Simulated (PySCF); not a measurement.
# Computed data sheet: `Cc1c(Cl)csc1C(=O)F`

Compound: C6H4ClFOS.
Cartesian coordinates in Å at the GFN2-xTB level; atoms count from 1:
```xyz
14
C6H4ClFOS angstrom
C     -0.357   -1.695    0.126
C      0.201   -0.324    0.030
C      1.579   -0.007    0.047
Cl     2.820   -1.187    0.180
C      1.840    1.332   -0.054
S      0.419    2.263   -0.172
C     -0.557    0.829   -0.087
C     -1.993    0.893   -0.136
O     -2.788    0.013   -0.090
F     -2.433    2.187   -0.253
H     -0.959   -1.918   -0.754
H     -1.019   -1.771    0.987
H      0.444   -2.423    0.214
H      2.801    1.807   -0.062
```

Some functional groups and rings: aromatic ring with sulfur, C–F bond and C–Cl bond.

GFN2-xTB geometry:

| Quantity | Value |
| --- | --- |
| Point group of the GFN2-xTB geometry | Cs |
| Rotational constants A, B, C of the GFN2-xTB geometry | 1.871, 0.679, 0.500 GHz |

**PBE0/pcSseg-1 ground state and GIAO shieldings, non-relativistic (PySCF)**

| Item | Value |
| --- | --- |
| Dipole moment | 2.92 D |
| HOMO energy | -7.63 eV |
| LUMO energy | -2.33 eV |
| HOMO–LUMO gap | 5.30 eV |
| Lowest Hirshfeld atomic charge | -0.22 e on O9 |
| Highest Hirshfeld atomic charge | +0.21 e on C8 |
| 13C chemical shifts (computed TMS as zero) by class | 159.8 (C8), 158.5 (C2), 140.1 (C5), 138.7 (C3), 128.8 (C7), 17.3 (C1) ppm |
| 1H chemical shifts (computed TMS as zero) by class | 7.40 (H14), 2.82 (H11/H12/H13) ppm |
| Isotropic shieldings of nuclei other than C and H, by class | -92 (O9), 139 (F10), 270 (S6), 760 (Cl4) ppm |
| Mayer bond orders between heavy atoms | C1–C2 1.14, C2–C3 1.20, C3–Cl4 1.11, C3–C5 1.49, C5–S6 1.20, S6–C7 1.15, C7–C8 1.08, C8–O9 2.03, C8–F10 0.94, C7–C2 1.37 |

Monoisotopic mass from the formula: 177.9655 u.

With B = h/(8π²I), that is 505.379 GHz u Å² over I, the principal moments of inertia are 270.1, 744.0 and 1011.0 u Å² (most abundant isotopes); the inertial defect Ic − Ia − Ib is -3.1 u Å² (zero for a rigid planar frame, negative otherwise). The rotational constants make it an asymmetric top with κ = (2B − A − C)/(A − C) = -0.74, nearer the prolate limit (−1). The dipole equals about 9.7 × 10⁻³⁰ C·m (1 D = 3.33564 × 10⁻³⁰ C·m).

One conformer (not necessarily the lowest) at the GFN2-xTB geometry, without solvent or vibrations. GFN2-xTB frequencies show an imaginary mode (45i cm⁻¹), so this geometry is no minimum at that level. NMR classes are plain means over equivalent atoms (diastereotopic ones count apart unless rotation or inversion swaps them), as if these changed places fast; in this geometry the members of some classes differ.

For the NMR shielding job (PBE0/pcSseg-1), hardware: Arm Neoverse V2, one thread, shared host with 192 logical CPUs at a one-minute load of 57. Cost: 38 s of wall time (grids of density and orbitals included), 0.91 GiB resident at most.
